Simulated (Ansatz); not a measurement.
The same atomization along the group B, Al, Ga, In.

Gas-phase electronic energies from Ansatz, PBE0-D4/def2-TZVP geometries. CCSD(T)/CBS is the MP2 limit (def2-TZVPP, def2-QZVPP) plus CCSD(T) − MP2 in def2-TZVPP, frozen cores. This one scheme is used for every species, atoms too. For atomizations the MP2-based limit and the directly extrapolated one differ by several kJ/mol either way, and by 10 to 25 for some Ge, Se and Sn compounds, so smaller differences from it don't rank the levels. DFT in def2-TZVPP. No spin–orbit coupling; open shells (•) take unrestricted orbitals. Spin–orbit coupling would lower the free atoms: a little for Al, B, C, F; clearly for Ga; strongly for In. Elements past krypton have def2 core potentials. For Ga, In outer-core shells are correlated without core-valence functions, so the limit isn't a true one: a few kJ/mol of doubt a bond, and 10 to 20 or more in all where bonds break to atoms. Scalar relativity is left out up to krypton.

```json
{"reaction": "`CB(C)F` → 2 C• + F• + 6 H• + B•", "ωB97X-V (eV)": "41.67", "r2SCAN-D4 (eV)": "41.88"}
{"reaction": "`[CH3][Al]([CH3])[F]` → 2 C• + F• + 6 H• + Al•", "ωB97X-V (eV)": "38.94", "r2SCAN-D4 (eV)": "39.05"}
{"reaction": "`[CH3][Ga]([CH3])[F]` → 2 C• + F• + 6 H• + Ga•", "ωB97X-V (eV)": "37.26", "r2SCAN-D4 (eV)": "37.32"}
{"reaction": "`[CH3][In]([CH3])[F]` → 2 C• + F• + 6 H• + In•", "ωB97X-V (eV)": "35.82", "r2SCAN-D4 (eV)": "35.79"}
```

(1) Give the CCSD(T)/CBS values in the same order. (Best estimate.)

Largest T1 diagnostic: 0.018, for Al•.

Answers

(1) Ansatz gave: 41.55, 39.02, 37.33, 35.90 eV.
